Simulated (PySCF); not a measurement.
Spin states and ions at one geometry of Pb(NH2)4

PySCF 2.14.0, RKS B3LYP, Pb def2-SVP with ECP60, N def2-SVP, H def2-SVP; non-relativistic Hamiltonian with scalar-relativistic core potentials where named; density fitting; no spin-orbit coupling; singlets restricted, open shells unrestricted. The geometry is relaxed for charge 0, singlet, vacuum:

```xyz
13

Pb    0.0713    0.0811   -0.0587
N    -0.1295   -1.3391    1.5981
H    -0.4123   -0.7879    2.4160
H     0.8105   -1.6808    1.8249
N    -0.1718   -1.0468   -1.9050
H    -0.1446   -2.0416   -1.6607
H     0.6549   -0.8737   -2.4853
N     1.8912    1.2876   -0.2387
H     2.6810    0.7004    0.0487
H     1.8267    2.0156    0.4804
N    -1.5252    1.5235    0.2521
H    -1.5657    2.1025   -0.5932
H    -2.4011    0.9906    0.2398
```

Energies count from the relaxed state; an electron taken off or put on is at rest in vacuum. Charges and spins are Mulliken's.

Question: Order these states by energy, lowest first.
A. charge 0, singlet, vacuum
B. charge -1, doublet, vacuum
C. charge +1, doublet, vacuum
D. charge 0, triplet, vacuum

Answer: A (0.00 eV), B (0.18 eV), D (3.11 eV), C (8.54 eV).

Question: How do charge and spin on the first atom follow?

Answer: 
```csv
state,spin squared,charge on Pb1 (e),spin on Pb1 (e),dipole about the centre of mass (D)
"charge 0, singlet, vacuum",0.00,0.67,0.00,2.07
"charge 0, triplet, vacuum",2.02,0.50,0.21,3.35
"charge +1, doublet, vacuum",0.81,0.75,-0.08,4.50
"charge -1, doublet, vacuum",0.76,0.45,0.22,1.32
```

With an electron taken off (doublet) the charges change, summed by element, by Pb +0.07 e, N +0.50 e, H +0.43 e. The vertical ionisation energy is 8.54 eV, against −ε(HOMO) = 6.47 eV of the relaxed state. The level lies 2.1 eV too high, as is usual for semilocal functionals and global hybrids, which keep a self-interaction error.

With an electron put on (doublet) the charges change, summed by element, by Pb -0.22 e, N -0.08 e, H -0.70 e. The vertical electron affinity is -0.18 eV, against −ε(LUMO) = 1.78 eV of the relaxed state. The basis has no diffuse functions, which an added electron needs. The added electron's level lies above zero.

Open shells may have lower solutions than those found.

No frequency check is given that shows the relaxed geometry to be a minimum, and it was reached by following one of several unstable modes of a saddle point.
